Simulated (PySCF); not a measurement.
Species: C₇H₉FO.
Numbering: `[O:1]=[C:2]1[C@H:3]2[CH2:4][CH2:5][C@:6]1([F:7])[CH2:8][CH2:9]2`

Structure used (GFN2-xTB), in Å, numbered top down from 1:
```
atom  x, y, z in Å
O1     0.547   -0.859   -2.434
C2     0.297   -0.483   -1.332
C3    -0.129   -1.223   -0.077
C4     0.971   -0.765    0.892
C5     1.266    0.692    0.465
C6     0.296    0.909   -0.700
F7     0.637    1.962   -1.506
C8    -1.142    0.983   -0.176
C9    -1.428   -0.475    0.253
H10   -0.236   -2.301   -0.162
H11    0.636   -0.827    1.927
H12    1.858   -1.390    0.785
H13    2.291    0.813    0.115
H14    1.091    1.409    1.266
H15   -1.228    1.689    0.648
H16   -1.806    1.309   -0.977
H17   -1.668   -0.548    1.313
H18   -2.262   -0.891   -0.312
```

NICS is the negative of the GIAO shielding at a point without a nucleus: at the ring centre (0) and 1 Å above and below it (1); zz is the component along the ring normal. Level: GIAO PBE0/pcSseg-1 (PySCF, non-relativistic, gas phase) on the GFN2-xTB geometry, one conformer.

Ring bond lengths (Å), with Mayer bond orders in brackets: C2–C3 1.518 (0.89), C3–C4 1.536 (0.99), C4–C5 1.546 (1.00), C5–C6 1.532 (1.00), C6–C2 1.529 (0.85); C2–C3 1.518 (0.89), C3–C9 1.536 (0.99), C9–C8 1.546 (1.00), C8–C6 1.532 (1.00), C6–C2 1.529 (0.85).

Give the NICS values of each ring in ppm.

| ring | type | NICS(0) | NICS(1), two faces | NICS(1)zz, two faces | rms pucker (Å) | centre to ring atoms, mean (Å) |
| --- | --- | --- | --- | --- | --- | --- |
| C2–C3–C4–C5–C6 | 5-membered carbocycle; formal bonds all single | -4.0 | -3.1 / -4.5 | -4.0 / -2.8 | 0.26 | 1.26 |
| C2–C3–C9–C8–C6 | 5-membered carbocycle; formal bonds all single | -4.0 | -3.1 / -4.5 | -4.0 / -2.8 | 0.26 | 1.26 |

What can be read from them?

- C2–C3–C4–C5–C6: mean NICS(1)zz -3.4 ppm, shielded. C3, C4, C5, C6 have four or more neighbours, so the value isn't read as a sign of a π ring current.
- C2–C3–C9–C8–C6: mean NICS(1)zz -3.4 ppm, shielded. C3, C6, C8, C9 have four or more neighbours; no verdict on aromaticity is drawn.

List the ring angles and the Hirshfeld charges of the ring atoms.

- C2–C3–C4–C5–C6: C2 95.9° (+0.159 e), C3 100.1° (-0.040 e), C4 104.0° (-0.063 e), C5 102.9° (-0.077 e), C6 100.6° (+0.088 e); sum 503.6° against 540° for a flat convex ring.
- C2–C3–C9–C8–C6: C2 95.9° (+0.159 e), C3 100.2° (-0.040 e), C9 104.0° (-0.063 e), C8 102.9° (-0.077 e), C6 100.7° (+0.088 e); sum 503.7° against 540° for a flat convex ring.
